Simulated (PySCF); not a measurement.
Dipole response of Co⁺ (cobalt, charge +1)

[Ar] 3d7 4s1, high-spin 5F determinant (an excited configuration). All numbers are calculated (PySCF 2.14, no relativity, point nucleus, in aug-cc-pVTZ with one added diffuse shell each of s, p, d, f, g type (9s8p6d4f3g, 118 functions)). Coupled (time-dependent) response in atomic units; α is the mean over directions.

| method | mean α (bohr³) | C₆ (like pair) | S(−4) |
| --- | --- | --- | --- |
| MN15 | 27.23 | 135.4 | 631.3 |

S(−4) is the Cauchy moment in α(ω) = α(0) + S(−4) ω² + …

α(iu) at MN15:

| u (hartree) | α(iu) (bohr³) |
| --- | --- |
| 0 | 27.23 |
| 0.0500 | 25.75 |
| 0.100 | 22.26 |
| 0.200 | 15.03 |
| 0.300 | 10.40 |
| 0.500 | 6.014 |
| 0.750 | 3.836 |
| 1.00 | 2.793 |
| 1.50 | 1.775 |
| 2.00 | 1.267 |
| 3.00 | 0.7590 |
| 5.00 | 0.3694 |

A single London oscillator, α(iu) = α/(1 + u²/ω²), gives C₆ = (3/4) ω α². Matching the computed C₆ needs ω = 4 × 135.4 / (3 × 27.23²) = 0.243 hartree.

For an ion, C₆ is the dispersion term alone; charge-induced terms of lower order in 1/R come first.
